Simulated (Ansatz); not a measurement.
SiHCl3⁺. Charge 1, multiplicity 2. Geometry r2SCAN-D4/def2-SVP; atoms count from 1.

Cartesian coordinates in Å:
```
Si -0.138 0.054 -0.141
H -1.131 0.440 -1.151
Cl 1.227 -1.342 -0.808
Cl -0.962 -0.780 1.557
Cl 1.005 1.629 0.544
```

Q: Estimate the Mulliken populations from the PBE0/def2-TZVP orbitals of Ansatz.

A: 
```
atom  charge (e)  spin (α − β)
 Si1        0.51         -0.08
  H2        0.13          0.00
 Cl3        0.12          0.36
 Cl4        0.12          0.36
 Cl5        0.12          0.36
```
Mulliken values depend strongly on the basis.

Q: Where does the spin sit?

A: Summed by element: Si -0.08, H 0.00, Cl 1.08, of 1 unpaired in all. Largest on single atoms: Cl4 0.36, Cl5 0.36, Cl3 0.36.

Q: And the Mayer bond orders between heavy atoms (over 0.3)?

A: Si1–Cl3 1.17 (2.06 Å); Si1–Cl4 1.17 (2.06 Å); Si1–Cl5 1.17 (2.06 Å).
